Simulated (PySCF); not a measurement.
An unknown is described by computed data only.

Elements present: Al, C, H and O. Monoisotopic mass: 160.0680 u.

| Property | Result |
| --- | --- |
| UV, strongest line | among the 10 lowest singlet transitions: S6 at 6.84 eV (181 nm, f = 0.038) [TDDFT PBE0/def2-SVPD] |
| Polarisability | 111.6 au [PBE0/def2-SVPD] |
| UV, first state | lowest singlet excitation: 5.93 eV (209 nm, f = 0.001) [TDDFT PBE0/def2-SVPD] |
| 13C NMR | chemical shifts (computed TMS as zero) by class: 172.5 (1 C), 98.7 (1 C), 74.1 (1 C), 34.5 (1 C), 25.3 (1 C), 22.0 (1 C) ppm [GIAO PBE0/pcSseg-1] |
| Triplet | lowest triplet excitation (Tamm–Dancoff): 5.37 eV [TDA PBE0/def2-SVPD] |
| NMR, other nuclei | isotropic shieldings of nuclei other than C and H, by class: -116 (1 O), 89 (1 O), 242 (1 O), 412 (1 Al) ppm [GIAO PBE0/pcSseg-1] |
| Valence photoelectron | vertical ionisation energy: 9.39 eV [ΔSCF PBE0/def2-SVPD] |
| Rotational structure | rotational constants A, B, C: 1.433, 0.907, 0.662 GHz [PBE0-D3(BJ)/def2-SVP] |

The electronic properties come from PySCF, for the isolated species, density fitting. Levels stand in brackets. The structure is a single PBE0-D3(BJ)/def2-SVP conformer in the gas phase; no vibrational or solvent corrections. Each NMR value is the plain mean over a class of atoms that symmetry, rotation or inversion makes alike.

Task: Which formula fits the mass and the elements?

Result: C6H13AlO3 (calculated 160.0680). No other formula that holds each of these elements comes within 0.0003 u with a fitting electron parity and a possible valence count.

Task: Propose a structure and show how it fits.

Result: Numbering: `[CH3:1][C:2](=[O:3])[O:4][C@H:5]1[CH2:6][CH2:7][CH2:8][O+:9]1[AlH3-:10]`. 6 carbons fall into 6 classes; from least to most shielded: ester carbonyl carbon [C2] (172.5 ppm), sp3 carbon bearing two oxygens [C5] (98.7 ppm), ring sp3 carbon bound to oxygen [C8] (74.1 ppm), ring CH2 carbon [C6] (34.5 ppm), ring CH2 carbon [C7] (25.3 ppm), methyl carbon next to a carbonyl [C1] (22.0 ppm). The other shieldings belong to: -116 ppm, ester carbonyl oxygen [O3]; 89 ppm, ester single-bonded oxygen [O4]; 242 ppm, oxygen bonded to Al and 2 C [O9]; 412 ppm, aluminium bonded to O and 3 H [Al10]. The first electron is taken from the HOMO, whose largest Löwdin shares are 0.36 on the aluminium bonded to O and 3 H, 0.30 on an Al–H hydrogen, 0.26 on an Al–H hydrogen and 0.05 on the oxygen bonded to Al and 2 C. The optimised geometry has point group C1 and is an asymmetric top. Structure: `CC(=O)O[C@H]1CCC[O+]1[AlH3-]`. The assignments are read from this structure; whether some other isomer fits the data as well wasn't checked. The mirror image fits equally.
